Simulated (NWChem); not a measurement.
System: C3H4ClFSi; SMILES FC(=C=C[SiH3])Cl

NWChem input:

```
start job
memory heap 200 mb stack 900 mb global 1100 mb
geometry units angstroms noautoz
  F     -1.586332    -1.655858     0.282695
  C     -0.413765    -1.112324    -0.077263
  Cl     0.909243    -2.236825     0.067292
  C     -0.283615     0.116659    -0.495041
  C     -0.134106     1.360226    -0.876702
  Si     0.210589     2.770716     0.329209
  H     -0.216384     1.593701    -1.942870
  H     -0.890787     3.767985     0.258058
  H      0.313391     2.226123     1.704564
  H      1.479719     3.449079    -0.047429
end
basis spherical
  * library def2-tzvp
end
dft
  xc becke88 lyp
  iterations 150
  semidirect filesize 400000000
  mulliken
end
task dft energy
```

Output (shortened):

```
             Northwest Computational Chemistry Package (NWChem) 7.3.0
             --------------------------------------------------------

 C1  symmetry detected

                             Geometry "geometry" -> ""
                             -------------------------

 Output coordinates in angstroms (scale by  1.889725989 to convert to a.u.)

  No.       Tag          Charge          X              Y              Z
 ---- ---------------- ---------- -------------- -------------- --------------
    1 F                    9.0000    -1.58524264    -1.64151055     0.27756839
    2 C                    6.0000    -0.41076639    -1.09733116    -0.07511658
    3 Cl                  17.0000     0.91130166    -2.22240722     0.07350628
    4 C                    6.0000    -0.27828552     0.13261768    -0.48930416
    5 C                    6.0000    -0.12662757     1.37706125    -0.86724199
    6 Si                  14.0000     0.21215014     2.78462141     0.34375846
    7 H                    1.0000    -0.20343198     1.61308289    -1.93325762
    8 H                    1.0000    -0.88868395     3.78225211     0.26936559
    9 H                    1.0000     0.30785100     2.23674453     1.71832146
   10 H                    1.0000     1.48329544     3.46365189    -0.02479372

 Effective nuclear repulsion energy (a.u.)     307.2334783846

                                 NWChem DFT Module
                                 -----------------

 Summary of "ao basis" -> "ao basis" (spherical)
 ------------------------------------------------------------------------------
       Tag                 Description            Shells   Functions and Types
 ---------------- ------------------------------  ------  ---------------------
 F                         def2-tzvp                11       31   5s3p2d1f
 C                         def2-tzvp                11       31   5s3p2d1f
 Cl                        def2-tzvp                13       37   5s5p2d1f
 Si                        def2-tzvp                13       37   5s5p2d1f
 H                         def2-tzvp                 4        6   3s1p

            General Information
            -------------------
          SCF calculation type: DFT
          Wavefunction type:  closed shell.
          No. of atoms     :    10
          No. of electrons :    62
           Alpha electrons :    31
            Beta electrons :    31
          Charge           :     0
          Spin multiplicity:     1
          Use of symmetry is: off; symmetry adaption is: off
          Maximum number of iterations: 150
          AO basis - number of functions:   222
                     number of shells:    86
          Convergence on energy requested:  1.00D-06
          Convergence on density requested:  1.00D-05
          Convergence on gradient requested:  5.00D-04

              XC Information
              --------------
                    Becke 1988 Exchange Functional  1.000
              Lee-Yang-Parr Correlation Functional  1.000

             Grid Information
             ----------------
          Grid used for XC integration:  medium
          Radial quadrature: Mura-Knowles
          Angular quadrature: Lebedev.
          Tag              B.-S. Rad. Rad. Pts. Rad. Cut. Ang. Pts.
          ---              ---------- --------- --------- ---------
          F                   0.50       49          14.0       434
          C                   0.70       49          13.0       434
          Cl                  1.00       88          15.0       590
          Si                  1.10       88          12.0       590
          H                   0.35       45          14.0       434
          Grid pruning is: on
          Number of quadrature shells:   552
          Spatial weights used:  Erf1

      Superposition of Atomic Density Guess
      -------------------------------------

 Sum of atomic energies:        -962.74439887

      Non-variational initial energy
      ------------------------------

 Total energy =    -965.184582
 1-e energy   =   -1939.691210
 2-e energy   =     667.273149
 HOMO         =      -0.235294
 LUMO         =      -0.043278

------------------------------------------------------------
EAF file 0: "./job.aoints.0" size=933756928 bytes
------------------------------------------------------------
               write      read    awrite     aread      wait
               -----      ----    ------     -----      ----
     calls:     1781         0         0         0         0
   data(b): 9.34e+08  0.00e+00  0.00e+00  0.00e+00
   time(s): 0.00e+00  0.00e+00  0.00e+00  0.00e+00  0.00e+00
rate(mb/s): 0.00e+00  0.00e+00
------------------------------------------------------------

     ---------------------------------------------
      Total Density - Mulliken Population Analysis
     ---------------------------------------------

    Atom       Charge   Shell Charges
 -----------   ------   -------------------------------------------------------
    1 F    9     9.33   0.77  1.20  0.61  1.00  0.31  2.30  2.29  0.83  0.00  0.01  0.00
    2 C    6     5.47   0.85  1.13  0.49  0.53  0.16  0.90  1.02  0.19  0.03  0.15  0.01
    3 Cl  17    17.17   2.01  0.45  1.52  1.10  0.82  4.18  1.69  1.09  2.83  1.43  0.01  0.03  0.00
    4 C    6     6.06   0.86  1.12  0.60  0.47  0.07  1.23  1.34  0.29  0.01  0.05  0.02
    5 C    6     6.38   0.86  1.12  0.56  0.65  0.13  1.19  1.39  0.40  0.01  0.05  0.01
    6 Si  14    13.64   2.00  0.59  1.39  0.88  0.46  4.11  1.73  0.52  1.30  0.46  0.09  0.09  0.02
    7 H    1     0.83   0.23  0.44  0.13  0.02
    8 H    1     1.04   0.23  0.54  0.27  0.01
    9 H    1     1.04   0.23  0.54  0.26  0.01
   10 H    1     1.05   0.23  0.54  0.27  0.01

   convergence    iter        energy       DeltaE   RMS-Dens  Diis-err
 ---------------- ----- ----------------- --------- --------- ---------
 d= 0,ls=0.0,diis     1   -966.0905918061 -1.27D+03  9.01D-03  2.42D+00
 d= 0,ls=0.0,diis     2   -965.8609978231  2.30D-01  6.32D-03  3.72D+00
 d= 0,ls=0.0,diis     3   -966.1347395267 -2.74D-01  3.17D-03  8.03D-01
 d= 0,ls=0.0,diis     4   -966.2026836287 -6.79D-02  1.54D-03  2.13D-01
 d= 0,ls=0.0,diis     5   -966.2333809250 -3.07D-02  5.92D-04  1.71D-02
  Resetting Diis
 d= 0,ls=0.0,diis     6   -966.2348050061 -1.42D-03  1.97D-04  1.35D-03
 d= 0,ls=0.0,diis     7   -966.2349252501 -1.20D-04  2.20D-04  5.55D-04
 d= 0,ls=0.0,diis     8   -966.2345027116  4.23D-04  1.56D-04  3.81D-03
 d= 0,ls=0.0,diis     9   -966.2349956726 -4.93D-04  1.80D-05  2.17D-05
 d= 0,ls=0.0,diis    10   -966.2349979821 -2.31D-06  5.55D-06  2.35D-06
 d= 0,ls=0.0,diis    11   -966.2349983074 -3.25D-07  2.17D-06  3.33D-07

         Total DFT energy =     -966.234998307432
      One electron energy =    -1943.103728440087
           Coulomb energy =      746.937239805096
    Exchange-Corr. energy =      -77.301988057053
 Nuclear repulsion energy =      307.233478384612

 Numeric. integr. density =       61.999983370619

                       DFT Final Molecular Orbital Analysis
                       ------------------------------------

 Vector   29  Occ=2.000000D+00  E=-2.989753D-01
              MO Center=  5.7D-01, -1.4D+00,  9.9D-03, r^2= 4.6D+00
   Bfn.  Coefficient  Atom+Function         Bfn.  Coefficient  Atom+Function
  ----- ------------  ---------------      ----- ------------  ---------------
    77      0.344981   3 Cl px               78      0.276492   3 Cl py
    80      0.223991   3 Cl px               81      0.178772   3 Cl py
    74      0.173265   3 Cl px               68     -0.139125   3 Cl px
    75      0.135802   3 Cl py               79     -0.136268   3 Cl pz
     6      0.128245   1 F  px              105      0.120780   4 C  px

 Vector   30  Occ=2.000000D+00  E=-2.647228D-01
              MO Center=  5.9D-02,  4.4D-01, -3.9D-01, r^2= 4.7D+00
   Bfn.  Coefficient  Atom+Function         Bfn.  Coefficient  Atom+Function
  ----- ------------  ---------------      ----- ------------  ---------------
   136      0.255042   5 C  px              105      0.246776   4 C  px
    78     -0.224020   3 Cl py              139      0.209081   5 C  px
   108      0.204225   4 C  px               81     -0.156682   3 Cl py
   142      0.139867   5 C  px               75     -0.112448   3 Cl py
    77     -0.102960   3 Cl px              111      0.092763   4 C  px

 Vector   31  Occ=2.000000D+00  E=-2.166717D-01
              MO Center= -1.3D-01, -5.1D-01, -2.4D-01, r^2= 3.7D+00
   Bfn.  Coefficient  Atom+Function         Bfn.  Coefficient  Atom+Function
  ----- ------------  ---------------      ----- ------------  ---------------
   107      0.247283   4 C  pz               39      0.245844   2 C  pz
    79     -0.234843   3 Cl pz               42      0.208650   2 C  pz
   110      0.201145   4 C  pz               82     -0.195364   3 Cl pz
     8     -0.160067   1 F  pz              113      0.153734   4 C  pz
    11     -0.122927   1 F  pz               76     -0.122720   3 Cl pz

 Vector   32  Occ=0.000000D+00  E=-8.634499D-02
              MO Center= -1.0D-01,  3.9D-01, -4.5D-01, r^2= 4.1D+00
   Bfn.  Coefficient  Atom+Function         Bfn.  Coefficient  Atom+Function
  ----- ------------  ---------------      ----- ------------  ---------------
   142      0.389695   5 C  px              111     -0.342364   4 C  px
   104      0.329935   4 C  s               105     -0.277318   4 C  px
   136      0.269790   5 C  px              108     -0.242901   4 C  px
   139      0.238414   5 C  px               81      0.219737   3 Cl py
    36     -0.187888   2 C  s                40     -0.167798   2 C  px

[...]
```

Level: BLYP/def2-TZVP. Geometry: optimised at B3LYP/6-31G* (spherical d).
